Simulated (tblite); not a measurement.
Species: C2H9FSi4.
Atom-mapped SMILES: `[F:1][Si@@H:2]1[C:3]([SiH3:4])=[CH:5][Si@H:6]1[SiH3:7]` (hydrogens: H8 on Si2; H9, H10, H11 on Si4; H12 on C5; H13 on Si6; H14, H15, H16 on Si7)

The geometry is computed with GFN2-xTB (gas phase).

(1) List the bond lengths, angles and torsions at this level.

Results:

(1) 
```tsv
bond	length (Å)
F1–Si2	1.627
Si2–C3	1.912
C3–Si4	1.878
C3=C5	1.347
C5–Si6	1.910
Si6–Si7	2.311
Si2–Si6	2.343
Si2–H8	1.458
Si4–H9, Si4–H10, Si4–H11	1.466
C5–H12	1.082
Si6–H13	1.483
Si7–H14, Si7–H15, Si7–H16	1.465
```

Bonds in one row agree within 0.01 Å and their mean is given. A selection of angles:
```tsv
angle	degrees
F1–Si2–C3	110.7
F1–Si2–Si6	117.2
F1–Si2–H8	99.6
C3–Si2–Si6	75.8
C3–Si2–H8	117.1
Si6–Si2–H8	134.1
Si2–C3–Si4	130.5
Si2–C3–C5	103.4
Si4–C3–C5	126.0
C3–Si4–H9	109.9
C3–Si4–H11	108.2
H9–Si4–H10	110.0
C3–C5–Si6	106.8
C3–C5–H12	123.1
Si6–C5–H12	130.1
C5–Si6–Si7	116.4
C5–Si6–H13	109.7
Si7–Si6–H13	110.5
Si2–Si6–C5	74.0
Si2–Si6–Si7	125.3
Si2–Si6–H13	115.3
Si6–Si7–H14	111.0
Si6–Si7–H16	113.3
H14–Si7–H15	106.9
H14–Si7–H16	106.4
```

Torsions: F1–Si2–C3–Si4 65° (synclinal); Si2–C3–C5–Si6 0° (synperiplanar); C3–C5–Si6–Si7 -122° (anticlinal); F1–Si2–Si6–C5 106° (anticlinal).

Si4 (SiH3 silicon) is tetrahedral (angles from 108.2° to 110.0°). The 4-membered ring Si2–C3–C5–Si6 has internal angles of 74.0° to 106.8° (sum 360°, against 360° for a flat polygon); it is planar, 0.00 Å rms from its mean plane, widest ring torsion 0°. The 3 C–Si bonds span 1.878 Å (C3–Si4, drawn single) to 1.912 Å (Si2–C3, drawn single), a spread of 0.034 Å. The 2 Si–Si bonds span 2.311 Å (Si6–Si7, drawn single) to 2.343 Å (Si2–Si6, drawn single), a spread of 0.032 Å. Si2 (fluorine-bound silicon) has angles from 75.8° to 134.1°. Si6 (SiH silicon) has angles from 74.0° to 125.3°. Si7 (SiH3 silicon) is distorted tetrahedral (angles from 106.4° to 113.3°).

Point group: C1 (no symmetry element, even within 0.4 Å). GFN2-xTB frequencies show an imaginary mode (22i cm⁻¹), so the point is no minimum at that level.
